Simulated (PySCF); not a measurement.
**Li (lithium, neutral) across methods**

[He] 2p1, 2P determinant (an excited configuration). Computed with PySCF 2.14 in aug-cc-pV5Z, with the non-relativistic Hamiltonian (point nucleus). The B2PLYP total includes its PT2 part (frozen core); its orbital energies are those of the SCF part.

```tsv
method	E (hartree)	mean ε 1s α (eV)	mean ε 1s β (eV)	mean ε 2p α (eV)	Σ⟨r²⟩ (bohr²)	⟨S²⟩
LDA	-7.2852	-52.186	-52.105	-1.868	26.66	0.750
PBE0	-7.4069	-57.058	-56.977	-2.410	26.15	0.750
B2PLYP	-7.4067	-61.630	-61.574	-2.753	26.76	0.750
HSE06	-7.4093	-56.666	-56.585	-2.080	26.27	0.750
TPSSh	-7.4289	-55.573	-55.494	-2.073	26.01	0.750
PBE	-7.4049	-52.904	-52.809	-1.952	25.81	0.750
UHF	-7.36508	-68.880	-68.845	-3.502	28.71	0.750
```

Problem. Estimate the same row for r2SCAN.

Solution. E (hartree) = -7.4205; mean ε 1s α (eV) = -54.532; mean ε 1s β (eV) = -54.489; mean ε 2p α (eV) = -1.931; Σ⟨r²⟩ (bohr²) = 26.20; ⟨S²⟩ = 0.750.
